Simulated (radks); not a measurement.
Results of a calculation; reference values are marked as such.
All-electron atom: Sb4+ in [Kr] 4d10 5s1.

Level of theory: Dirac Kohn-Sham, XLYP, spin-unpolarised, spherical densities, finite nucleus; Fermi nuclear charge, rms radius 4.6802 fm (a radial shooting solver on a logarithmic mesh with Libxc functionals).

Energy parts (eV):
part                       energy
total                 -176359.652
kinetic                186102.354
electron-nucleus      -426182.128
Hartree                 68363.330
exchange-correlation    -4643.209

Orbitals (lengths in bohr, moments of r in powers of bohr; r(max) is where P^2 peaks):
| orbital | occ. | eigenvalue (eV) | r(max) |
|---|---|---|---|
| 1s1/2 | 2 | -30334.16 | 0.01834 |
| 2s1/2 | 2 | -4651.204 | 0.1038 |
| 2p1/2 | 2 | -4354.655 | 0.07981 |
| 2p3/2 | 4 | -4102.665 | 0.08443 |
| 3s1/2 | 2 | -946.3089 | 0.3001 |
| 3p1/2 | 2 | -825.0440 | 0.2864 |
| 3p3/2 | 4 | -778.5534 | 0.2969 |
| 3d3/2 | 4 | -564.2684 | 0.2425 |
| 3d5/2 | 6 | -554.6047 | 0.2454 |
| 4s1/2 | 2 | -191.3267 | 0.7226 |
| 4p1/2 | 2 | -150.2592 | 0.7453 |
| 4p3/2 | 4 | -141.6081 | 0.7697 |
| 4d3/2 | 4 | -76.4437 | 0.8392 |
| 4d5/2 | 6 | -75.1668 | 0.8482 |
| 5s1/2 | 1 | -50.0222 | 1.775 |

The highest occupied level is 5s1/2 at -50.022 eV. The electron density at the nucleus is 2.09e+05 e/bohr^3. Summed over all electrons, <r^2> = 24.90 bohr^2, which gives a Langevin (diamagnetic) susceptibility term of -19.7 x 10^-6 cm^3/mol.
